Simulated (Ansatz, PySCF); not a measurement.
ClH6NSSi2, SMILES N[SiH2]S[SiH2]Cl. Atoms are numbered in the order given.

```xyz
11

Si     1.3186    -0.3555     0.3012
Cl     0.9689     0.5371    -1.5651
S     -0.3010    -1.6105     0.8844
Si    -1.9405    -0.1540     0.7010
N     -2.5408     0.1295    -0.8869
H      1.5266     0.7694     1.2477
H      2.5324    -1.1996     0.1871
H     -1.4272     1.1287     1.2479
H     -3.0233    -0.7479     1.5231
H     -1.9076     0.5664    -1.5533
H     -3.0786    -0.6034    -1.3424
```
Charge 0, spin multiplicity 1.

Geometry optimised at B3LYP-D3(BJ)/def2-SVP. This is a generated structure with no PubChem entry under its InChIKey; it may be hypothetical. The values are those of a single conformer.

Two levels are set side by side: PBE-D3(BJ)/def2-SVP (Ansatz, a program for electronic structure) and B3LYP-D3(BJ)/def2-SVP (Ansatz). Each level has its own optimised geometry; the coordinates shown are those of the second. Frequencies come from the Hessian of PySCF at each geometry. Differences are taken from unrounded values.

| quantity | B3LYP-D3(BJ) | PBE-D3(BJ) | PBE-D3(BJ) minus B3LYP-D3(BJ) |
|---|---|---|---|
| mean bond length (Å) | 1.612 | 1.622 | 0.010 |
| bond Si1–Cl2 (Å) | 2.098 | 2.103 | 0.005 |
| bond Si1–S3 (Å) | 2.130 | 2.135 | 0.005 |
| bond S3–Si4 (Å) | 2.201 | 2.208 | 0.007 |
| bond Si4–N5 (Å) | 1.721 | 1.732 | 0.011 |
| bond Si1–H6 (Å) | 1.485 | 1.500 | 0.015 |
| bond Si1–H7 (Å) | 1.483 | 1.497 | 0.015 |
| bond Si4–H8 (Å) | 1.486 | 1.500 | 0.015 |
| bond Si4–H9 (Å) | 1.484 | 1.497 | 0.014 |
| bond N5–H10 (Å) | 1.018 | 1.026 | 0.008 |
| bond N5–H11 (Å) | 1.017 | 1.025 | 0.008 |
| highest harmonic wavenumber (cm⁻¹) | 3640 | 3559 | -81 |
| mean harmonic wavenumber (cm⁻¹) | 1062 | 1031 | -31 |
| zero-point energy (kcal/mol) | 41.00 | 39.80 | -1.20 |

GGA bonds tend to be longer and softer than those of functionals with exact exchange. Differences between two approximate levels are no errors against the true value.
